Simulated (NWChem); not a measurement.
System: C$_{4}$H$_{3}$FOS; SMILES Oc1ccsc1F

Parts of the log:

```
             Northwest Computational Chemistry Package (NWChem) 7.3.0
             --------------------------------------------------------

                             Geometry "geometry" -> ""
                             -------------------------

 Output coordinates in angstroms (scale by  1.889725989 to convert to a.u.)

  No.       Tag          Charge          X              Y              Z
 ---- ---------------- ---------- -------------- -------------- --------------
    1 O                    8.0000    -0.66795400     2.22517600     0.00000000
    2 C                    6.0000    -0.50170100     0.88771700     0.00000000
    3 C                    6.0000    -1.59792800    -0.02582100     0.00000000
    4 C                    6.0000    -1.19514200    -1.33164200     0.00000000
    5 S                   16.0000     0.51983700    -1.49850400     0.00000000
    6 C                    6.0000     0.69324600     0.21988400     0.00000000
    7 F                    9.0000     1.89142600     0.79928900     0.00000000
    8 H                    1.0000     0.20030300     2.64517800     0.00000000
    9 H                    1.0000    -2.63821000     0.29994900     0.00000000
   10 H                    1.0000    -1.81780600    -2.22463600     0.00000000

 Effective nuclear repulsion energy (a.u.)     354.9605494670

                                 NWChem DFT Module
                                 -----------------

 Summary of "ao basis" -> "ao basis" (spherical)
 ------------------------------------------------------------------------------
       Tag                 Description            Shells   Functions and Types
 ---------------- ------------------------------  ------  ---------------------
 O                          def2-svp                 6       14   3s2p1d
 C                          def2-svp                 6       14   3s2p1d
 S                          def2-svp                 8       18   4s3p1d
 F                          def2-svp                 6       14   3s2p1d
 H                          def2-svp                 3        5   2s1p

 in cosmo_initialize ...
 calling solv_data for solv:toluene

 solvent parameters
 solvname_short: toluene
 solvname_long:  toluene
 dielec:        2.3741
 dielecinf:     2.2383
 nonaqueous SMD model solvent descriptors
 dielec:        2.3741
 sola:          0.0000
 solb:          0.1400
 solc:          0.8570
 solg:         40.2000
 solh:          0.0000
 soln:          1.4961

          ---------------
          -cosmo- solvent
          ---------------
 Cosmo: York-Karplus, doi: 10.1021/jp992097l
 dielectric constant -eps-     =   2.37
 screen = (eps-1)/(eps    )    =   0.57879
 surface charge correction     = lagrangian

   van der Waals surface
 --------------------------

 ---------- ATOMIC COORDINATES (A.U.) ------------ VDWR(ANG.) --
     1   -1.26225003    4.20497292    0.00000000     2.294
     2   -0.94807742    1.67754189    0.00000000     1.850
     3   -3.01964607   -0.04879461    0.00000000     1.850
     4   -2.25849090   -2.51643849    0.00000000     1.850
     5    0.98234949   -2.83176195    0.00000000     2.490
     6    1.31004498    0.41552051    0.00000000     1.850
     7    3.57427687    1.51043720    0.00000000     1.730
     8    0.37851778    4.99866161    0.00000000     1.200
     9   -4.98549400    0.56682142    0.00000000     1.200
    10   -3.43515524   -4.20395246    0.00000000     1.200
 number of segments per atom =        128
 number of   points per atom =        128
 atom (   nspa,  nppa )
 ----------------------
    1 (     92,     0 )       0
    2 (     14,     0 )       0
    3 (     40,     0 )       0
    4 (     34,     0 )       0
    5 (     88,     0 )       0
    6 (     18,     0 )       0
    7 (     74,     0 )       0
    8 (      0,     0 )       0
    9 (     52,     0 )       0
   10 (     52,     0 )       0
 number of -cosmo- surface points =      464
 molecular surface =    152.993 angstrom**2
 molecular volume  =    145.906 angstrom**3
 -lineq- algorithm             =   0
 -bem- low  level              =   3
 -bem- from -octahedral-
 gaussian surface charge width =   4.50000
 degree of switching           =   1.00000
 switching function tolerance  =   0.00010
 atomic radii =
 --------------
    1  8.000  2.294
    2  6.000  1.850
    3  6.000  1.850
    4  6.000  1.850
    5 16.000  2.490
    6  6.000  1.850
    7  9.000  1.730
    8  1.000  1.200
    9  1.000  1.200
   10  1.000  1.200
 ...... end of -cosmo- initialization ......

 nat:                    10
 ixmem:                  5529
 calling mnsol_interface()
 G(SMD-CDS) energy (kcal/mol)  =    -1.861
 SMD-CDS SASA (angstrom**2)    =   148.625

            General Information
            -------------------
          SCF calculation type: DFT
          Wavefunction type:  closed shell.
          No. of atoms     :    10
          No. of electrons :    60
           Alpha electrons :    30
            Beta electrons :    30
          Charge           :     0
          Spin multiplicity:     1
          Use of symmetry is: off; symmetry adaption is: off
          Maximum number of iterations: 150
          AO basis - number of functions:   117
                     number of shells:    53
          Convergence on energy requested:  1.00D-06
          Convergence on density requested:  1.00D-05
          Convergence on gradient requested:  5.00D-04

              XC Information
              --------------
                         PBE0 Method XC Functional
                     Hartree-Fock (Exact) Exchange  0.250
          PerdewBurkeErnzerhof Exchange Functional  0.750
            Perdew 1991 LDA Correlation Functional  1.000 local
           PerdewBurkeErnz. Correlation Functional  1.000 non-local

             Grid Information
             ----------------
          Grid used for XC integration:  medium
          Radial quadrature: Mura-Knowles
          Angular quadrature: Lebedev.
          Tag              B.-S. Rad. Rad. Pts. Rad. Cut. Ang. Pts.
          ---              ---------- --------- --------- ---------
          O                   0.60       49          12.0       434
          C                   0.70       49          11.0       434
          S                   1.00       88          11.0       590
          F                   0.50       49          12.0       434
          H                   0.35       45          12.0       434
          Grid pruning is: on
          Number of quadrature shells:   517
          Spatial weights used:  Erf1

      Superposition of Atomic Density Guess
      -------------------------------------

 Sum of atomic energies:        -723.32806283

      Non-variational initial energy
      ------------------------------

 Total energy =    -727.154500
 1-e energy   =   -1701.159637
 2-e energy   =     619.044588
 HOMO         =      -0.199389
 LUMO         =       0.030025

   convergence    iter        energy       DeltaE   RMS-Dens  Diis-err
 ---------------- ----- ----------------- --------- --------- ---------
     COSMO gas phase
 d= 0,ls=0.0,diis     1   -726.4796192822 -1.08D+03  1.47D-02  9.55D-01
 d= 0,ls=0.0,diis     2   -726.4189959224  6.06D-02  9.14D-03  1.61D+00
 d= 0,ls=0.0,diis     3   -726.5820630007 -1.63D-01  2.41D-03  7.25D-02
 d= 0,ls=0.0,diis     4   -726.5887099248 -6.65D-03  1.05D-03  1.76D-02
 d= 0,ls=0.0,diis     5   -726.5908333469 -2.12D-03  2.31D-04  1.01D-03
  Resetting Diis
 d= 0,ls=0.0,diis     6   -726.5909317010 -9.84D-05  7.12D-05  6.17D-05
 d= 0,ls=0.0,diis     7   -726.5909391337 -7.43D-06  4.92D-05  7.10D-06
 d= 0,ls=0.0,diis     8   -726.5909376690  1.46D-06  3.04D-05  1.85D-05
 d= 0,ls=0.0,diis     9   -726.5909400461 -2.38D-06  2.78D-06  1.64D-07
 d= 0,ls=0.0,diis    10   -726.5909400656 -1.95D-08  8.30D-07  1.37D-08

   convergence    iter        energy       DeltaE   RMS-Dens  Diis-err
 ---------------- ----- ----------------- --------- --------- ---------
     COSMO solvation phase
 d= 0,ls=0.0,diis     1   -726.5974648008 -6.52D-03  8.27D-04  6.73D-04
 d= 0,ls=0.0,diis     2   -726.5976201570 -1.55D-04  1.38D-04  1.94D-04
 d= 0,ls=0.0,diis     3   -726.5976381477 -1.80D-05  6.89D-05  5.32D-05
 d= 0,ls=0.0,diis     4   -726.5976438710 -5.72D-06  2.45D-05  1.13D-05
 d= 0,ls=0.0,diis     5   -726.5976453555 -1.48D-06  4.65D-06  2.29D-07
 d= 0,ls=0.0,diis     6   -726.5976453763 -2.09D-08  2.32D-06  7.63D-08

         Total DFT energy =     -726.597645376337
      One electron energy =    -1704.549770327760
           Coulomb energy =      690.000697359383
    Exchange-Corr. energy =      -67.070418519503
 Nuclear repulsion energy =      354.960549466992

             COSMO energy =        0.061296644551

 Numeric. integr. density =       59.999997961856

                                COSMO-SMD solvation results
                                ---------------------------

             internal energy in gas <Psi(g)|H|Psi(g)> =      -726.590940065608
         internal energy in solvent <Psi(s)|H|Psi(s)> =      -726.590746741332
                               delta internal energy  =         0.000193324276 (    0.12 kcal/mol)
   total free energy in solvent <Psi(s)|H+V/2|Psi(s)> =      -726.594679870802
 polarization energy contribution <Psi(s)|V/2|Psi(s)> =        -0.003933129470 (   -2.47 kcal/mol)
    total free energy in solvent including G(SMD-CDS) =      -726.597645376337
                       G(SMD-CDS) energy contribution =        -0.002965505535 (   -1.86 kcal/mol)
     1 M fixed-concentration free energy of solvation =        -0.006705310729 (   -4.21 kcal/mol)

                       DFT Final Molecular Orbital Analysis
                       ------------------------------------

 Vector   28  Occ=2.000000D+00  E=-3.649811D-01
              MO Center=  1.7D-01, -5.3D-02,  6.1D-09, r^2= 4.4D+00
   Bfn.  Coefficient  Atom+Function         Bfn.  Coefficient  Atom+Function
  ----- ------------  ---------------      ----- ------------  ---------------
    68      0.320708   5 S  py               65      0.276573   5 S  py
    79     -0.267902   6 C  py                4      0.251248   1 O  px
    18     -0.224407   2 C  px               93     -0.200917   7 F  py
    33      0.166108   3 C  py                7      0.156375   1 O  px
    62      0.153195   5 S  py               96      0.148835   7 F  py

 Vector   29  Occ=2.000000D+00  E=-2.645992D-01
              MO Center= -5.0D-01, -5.8D-01, -3.1D-09, r^2= 3.2D+00
   Bfn.  Coefficient  Atom+Function         Bfn.  Coefficient  Atom+Function
  ----- ------------  ---------------      ----- ------------  ---------------
    69      0.438127   5 S  pz               34     -0.368582   3 C  pz
    66      0.304392   5 S  pz               37     -0.269542   3 C  pz
    48     -0.213179   4 C  pz               63      0.170216   5 S  pz
    51     -0.149116   4 C  pz                6      0.147979   1 O  pz
    80      0.131496   6 C  pz                9      0.121173   1 O  pz

 Vector   30  Occ=2.000000D+00  E=-2.310316D-01
              MO Center= -8.0D-02,  2.7D-01, -1.9D-09, r^2= 3.2D+00
   Bfn.  Coefficient  Atom+Function         Bfn.  Coefficient  Atom+Function
  ----- ------------  ---------------      ----- ------------  ---------------
    80      0.381658   6 C  pz               20      0.298334   2 C  pz
     6     -0.289068   1 O  pz               83      0.273828   6 C  pz
    48     -0.269062   4 C  pz                9     -0.250351   1 O  pz
    51     -0.231827   4 C  pz               94      0.207866   7 F  pz
    23      0.185093   2 C  pz               69     -0.178046   5 S  pz

 Vector   31  Occ=0.000000D+00  E=-9.428575D-03
              MO Center= -5.0D-01, -6.3D-01,  4.3D-10, r^2= 3.3D+00
   Bfn.  Coefficient  Atom+Function         Bfn.  Coefficient  Atom+Function
  ----- ------------  ---------------      ----- ------------  ---------------
    51      0.546350   4 C  pz               69     -0.470500   5 S  pz
    37     -0.413385   3 C  pz               48      0.387024   4 C  pz
    83      0.367045   6 C  pz               80      0.345785   6 C  pz
    34     -0.285574   3 C  pz               66     -0.206315   5 S  pz
    20     -0.146887   2 C  pz               23     -0.134600   2 C  pz

 Vector   32  Occ=0.000000D+00  E= 3.296201D-02
              MO Center=  2.7D-01, -8.4D-01,  1.2D-09, r^2= 4.0D+00
   Bfn.  Coefficient  Atom+Function         Bfn.  Coefficient  Atom+Function
  ----- ------------  ---------------      ----- ------------  ---------------
    45      1.167416   4 C  s                67      0.691243   5 S  px
    77     -0.690418   6 C  s                68      0.620588   5 S  py
    17      0.577930   2 C  s                81      0.492532   6 C  px
    31     -0.415508   3 C  s                82      0.414038   6 C  py
   114     -0.398619  10 H  s                49      0.299072   4 C  px

 Vector   33  Occ=0.000000D+00  E= 6.724830D-02
              MO Center=  1.1D-01,  1.0D+00,  3.3D-09, r^2= 6.5D+00
   Bfn.  Coefficient  Atom+Function         Bfn.  Coefficient  Atom+Function
  ----- ------------  ---------------      ----- ------------  ---------------
    77      0.975250   6 C  s               104      0.898574   8 H  s
     3     -0.626109   1 O  s               109     -0.525444   9 H  s
   114     -0.446821  10 H  s                31      0.433989   3 C  s
    68     -0.403973   5 S  py               67     -0.349841   5 S  px
    91     -0.309851   7 F  s                50     -0.287676   4 C  py

     Multipole analysis of the density
     ---------------------------------

     L   x y z        total         alpha         beta         nuclear
     -   - - -        -----         -----         ----         -------
     0   0 0 0     -0.000000    -30.000000    -30.000000     60.000000

     1   1 0 0     -0.161660     -0.205298     -0.205298      0.248935
     1   0 1 0     -0.045138     -0.249585     -0.249585      0.454033
     1   0 0 1      0.000000      0.000000      0.000000      0.000000

     2   2 0 0    -33.195577   -157.082216   -157.082216    280.968856
     2   1 1 0      3.507559     -0.162850     -0.162850      3.833259
     2   1 0 1     -0.000000     -0.000000     -0.000000      0.000000
     2   0 2 0    -30.524207   -209.862194   -209.862194    389.200181
     2   0 1 1      0.000000      0.000000      0.000000      0.000000
     2   0 0 2    -36.010155    -18.005078    -18.005078      0.000000
```

Level: PBE0/def2-SVP, SMD on the gas-phase geometry. The geometry was optimised at PBE0/def2-SVP. Solvent: toluene.

### Question
Reconstruct the input file.

### Answer
Several could match; the one computed here: the input that was run:
```
start job
memory heap 200 mb stack 900 mb global 1100 mb
geometry units angstroms noautosym nocenter noautoz
  O     -0.667954     2.225176     0.000000
  C     -0.501701     0.887717     0.000000
  C     -1.597928    -0.025821     0.000000
  C     -1.195142    -1.331642     0.000000
  S      0.519837    -1.498504     0.000000
  C      0.693246     0.219884     0.000000
  F      1.891426     0.799289     0.000000
  H      0.200303     2.645178     0.000000
  H     -2.638210     0.299949     0.000000
  H     -1.817806    -2.224636     0.000000
end
basis spherical
  * library def2-svp
end
dft
  xc pbe0
  iterations 150
end
cosmo
  do_cosmo_smd true
  solvent toluene
end
task dft energy
```
